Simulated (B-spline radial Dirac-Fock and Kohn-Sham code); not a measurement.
Dispersion corrections for V to Ag

Model: the dispersion relation over Dirac-Hartree-Slater subshell photoionisation cross sections, with the Kissel-Pratt high-energy constant (isolated atom, no bound-bound lines or fine structure). Program: a radial finite-basis atomic code. Values in electrons; * marks an element with an edge within 2 % of one of the energies, where the values are sensitive to the edge position.

| Z | element | f′ at 2984.4 eV | f″ at 2984.4 eV | f′ at 9251.7 eV | f″ at 9251.7 eV | f′ at 30000 eV | f″ at 30000 eV |
| --- | --- | --- | --- | --- | --- | --- | --- |
| 23 | V | -0.728 | 1.353 | 0.268 | 1.686 | 0.147 | 0.190 |
| 24 | Cr | -0.558 | 1.610 | 0.159 | 1.959 | 0.166 | 0.225 |
| 25 | Mn | -0.442 | 1.889 | -0.015 | 2.253 | 0.183 | 0.265 |
| 26 | Fe | -0.321 | 2.205 | -0.271 | 2.574 | 0.201 | 0.310 |
| 27 | Co | -0.214 | 2.557 | -0.663 | 2.923 | 0.219 | 0.360 |
| 28 | Ni | -0.124 | 2.944 | -1.320 | 3.298 | 0.236 | 0.415 |
| 29 | Cu | -0.007 | 3.402 | -2.834 | 3.693 | 0.252 | 0.476 |
| 30 | Zn | 0.043 | 3.889 | -2.772 | 0.542 | 0.267 | 0.543 |
| 31 | Ga | 0.052 | 4.408 | -1.910 | 0.621 | 0.279 | 0.615 |
| 32 | Ge | 0.036 | 4.989 | -1.517 | 0.710 | 0.288 | 0.694 |
| 33 | As | -0.023 | 5.618 | -1.265 | 0.807 | 0.294 | 0.780 |
| 34 | Se | -0.138 | 6.300 | -1.075 | 0.914 | 0.297 | 0.873 |
| 35 | Br | -0.330 | 7.041 | -0.920 | 1.032 | 0.293 | 0.973 |
| 36 | Kr | -0.562 | 7.900 | -0.779 | 1.163 | 0.286 | 1.080 |
| 37 | Rb | -0.960 | 8.700 | -0.666 | 1.301 | 0.269 | 1.194 |
| 38 | Sr | -1.505 | 9.585 | -0.563 | 1.453 | 0.244 | 1.316 |
| 40 | Zr | -3.141 | 11.555 | -0.378 | 1.793 | 0.164 | 1.583 |
| 41 | Nb | -4.438 | 12.684 | -0.292 | 1.983 | 0.105 | 1.729 |
| 42 | Mo | -6.419 | 13.779 | -0.218 | 2.184 | 0.029 | 1.881 |
| 43 | Tc* | -9.188 | 12.961 | -0.154 | 2.398 | -0.068 | 2.042 |
| 44 | Ru* | -14.229 | 14.079 | -0.083 | 2.632 | -0.189 | 2.212 |
| 45 | Rh* | -16.445 | 3.242 | -0.028 | 2.879 | -0.343 | 2.391 |
| 46 | Pd | -10.708 | 3.581 | 0.028 | 3.144 | -0.538 | 2.577 |
| 47 | Ag | -8.877 | 3.942 | 0.064 | 3.424 | -0.795 | 2.772 |

Values without a named source are computed, but for edge energies of neutral atoms, which are taken from tables.
